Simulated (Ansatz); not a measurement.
**CCSD(T) forces**

BSiH3Te (SMILES [SiH2]=B[TeH]), singlet, displaced at random from a GFN2-xTB minimum.

```
atom    x (Å)    y (Å)    z (Å)
 Si1  -0.5058  -0.8216  -0.9609
  B2   0.1864   0.2376   0.2740
 Te3   1.4510   0.9211   1.7842
  H4  -1.5886  -1.8091  -0.7438
  H5  -0.0678  -0.7926  -2.4562
  H6   0.6143   2.3127   2.0750
```

Computed with Ansatz 0.2.0 (basis: def2-TZVPP); correlated methods freeze the cores. Filled d shells of the heavier atoms are correlated. Core potentials replace the inner electrons of the atoms past krypton. The def2 sets are not built for correlating such inner shells, so the correlated values are less sure here.

CCSD(T) forces from the calculation:
```tsv
atom	Fx	Fy	Fz (eV/Å)
Si1	-0.398	-1.416	-2.699
B2	1.223	1.144	1.819
Te3	-0.522	-0.233	-0.522
H4	0.031	0.167	0.129
H5	-0.359	0.156	1.209
H6	0.026	0.182	0.065
```

Problem. Which atom feels the largest CCSD(T) force, and how large is it?

Solution. Si1, 3.07 eV/Å, along (-0.13, -0.46, -0.88).

Root-mean-square difference of the force components from those of CCSD(T): PBE0-D4 0.151; wB97M-V 0.187; r2SCAN-D4 0.144; PBE-D4 0.227; HSE06-D4 0.148; CAM-B3LYP-D4 0.220 eV/Å.

No T1 diagnostic of these runs exceeds 0.019. The restricted Hartree–Fock reference is unstable towards an unrestricted one here. These are differences at one structure, and CCSD(T) in triple zeta is itself an approximation.

For scale, one of the runs: CCSD(T)/def2-TZVPP forces, 165 basis functions (an equivalent command: `ansatz run in.yaml --threads 4`). Hardware: 4 CPU threads, shared host. Wall time 72 s; peak host memory 2.6 GiB.
